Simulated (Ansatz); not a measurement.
`F[SiH]1CC1`. Charge 0, multiplicity 1.

```xyz
9

F     0.3205    1.6160    1.6672
Si   -0.1897    0.2496    1.0202
C     0.7583   -0.5149   -0.3323
C    -0.5876    0.1886   -0.7547
H    -0.9152   -0.5274    2.0402
H     1.6602   -0.0336   -0.6985
H     0.7913   -1.5937   -0.4487
H    -0.4658    1.0780   -1.3659
H    -1.3720   -0.4626   -1.1275
```

Problem. Give the diagnostics of a CCSD(T)/def2-TZVPP run (frozen core, the Gaussian-basis code of Ansatz). (An estimate is asked.)

Solution. Ansatz gave: T1 = 0.0108, largest single amplitude 0.015, largest double 0.030, (T) share of the correlation energy 3.6 %, 9 CCSD cycles. The RHF solution is stable towards an unrestricted one. T1 lies under the customary mark of 0.02 for closed shells.
